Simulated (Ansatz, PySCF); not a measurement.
Process, species as SMILES: [NH]B(N)Cl → [NH-]B(N)Cl (an electron is taken up)
Geometries: B3LYP-D3(BJ)/def2-TZVP minima from Ansatz (a first-principles code), one conformer each, not searched for the lowest. Frequencies are from Ansatz or PySCF.

Property: adiabatic electron affinity (0 K, with B3LYP-D3(BJ) harmonic zero-point energies), positive where the reaction releases energy, in eV. Cores are frozen in the correlated levels unless marked. Open shells are spin-unrestricted. Spin-orbit coupling is left out. Non-relativistic. Anions need diffuse functions: aug- sets have them; def2-D sets add few; the other sets have none. Basis-set limits of correlation are two-point, X^-3; Hartree-Fock from the larger set. The bracket is a focal-point correction in the basis named.

```tsv
level	program	adiabatic electron affinity (eV)	minus last row
HF/6-31G	Ansatz	0.57	-1.92
HF/aug-cc-pV(D+d)Z	Ansatz	0.79	-1.70
revPBE-D4/def2-TZVPD	Ansatz + dftd4	2.34	-0.15
revPBE/def2-TZVPD	Ansatz	2.28	-0.21
B2GP-PLYP-D3(BJ)/def2-TZVPD	Ansatz + dftd3	2.33	-0.16
B2GP-PLYP-D4/def2-TZVPD	Ansatz + dftd4	2.34	-0.15
MP2/cc-pVTZ	Ansatz	2.28	-0.21
CCSD/STO-3G	Ansatz	-2.47	-4.96
CCSD/6-31G	Ansatz	1.42	-1.07
CCSD/cc-pwCVTZ	Ansatz	1.96	-0.53
CCSD(T)/6-31G	Ansatz	1.47	-1.02
CCSD(T)/cc-pVTZ	Ansatz	2.08	-0.41
CCSD(T)/cc-pwCVTZ	Ansatz	2.08	-0.41
CCSD(T) with core electrons (1s frozen past Ne)/cc-pwCVTZ	Ansatz	2.08	-0.41
RI-MP2/CBS(aug-cc-pV(T+d)Z,aug-cc-pV(Q+d)Z)+[CCSD(T)-MP2]/aug-cc-pV(T+d)Z	Ansatz	2.49	0.00
```
